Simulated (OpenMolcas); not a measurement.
An atom or ion with 20 electrons was computed by SS-CASPT2, IPEA 0.25 Eh, imaginary shift 0.1 Eh with spin-orbit coupling (OpenMolcas, ANO-RCC-VQZP, DKH2). The lowest levels that the run gave, each within 12 % of the measured value where one is at hand:

```tsv
J	Parity	E (cm⁻¹)	g
2	even	0.0	0.668
3	even	1440	1.084
4	even	3210	1.250
2	even	19610	1.031
0	even	23090	
1	even	23630	1.501
2	even	24870	1.469
4	even	33040	1.000
0	even	76410
```

Problem. Which ion is it, and what are the configurations and terms?

Solution. Co7+ (Z = 27, charge +7; active space 2 electrons in 5 orbitals (3d)). J, parity and g give the terms where levels are pure, and mixed ones are named by the computed weights; the size of the splittings, set against known spectra of the 20-electron sequence, gives the charge. In order, with the measured energies in cm⁻¹ (Sugar and Corliss, J. Phys. Chem. Ref. Data 10, 1097 (1981)): 3d² ³F₂, 3d² ³F₃ (1430), 3d² ³F₄ (3144), 3d² ¹D₂ (19624), 3d² ³P₀ (22304), 3d² ³P₁ (22839), 3d² ³P₂ (24055), 3d² ¹G₄ (32360), 3d² ¹S₀ (74247).

CASPT2 breaks the degeneracy within a term, and the mean is taken; among the terms shown or strongly mixed into the levels shown the widest spread is 850 cm-1 (3d² ¹G). Computed and measured levels are paired by configuration, term and J; levels that our copy of the source lacks, or whose pairing is in doubt (as where it misses far off the trend of its configuration), stay unpaired and out of the deviations. Only configurations of the active space appear.
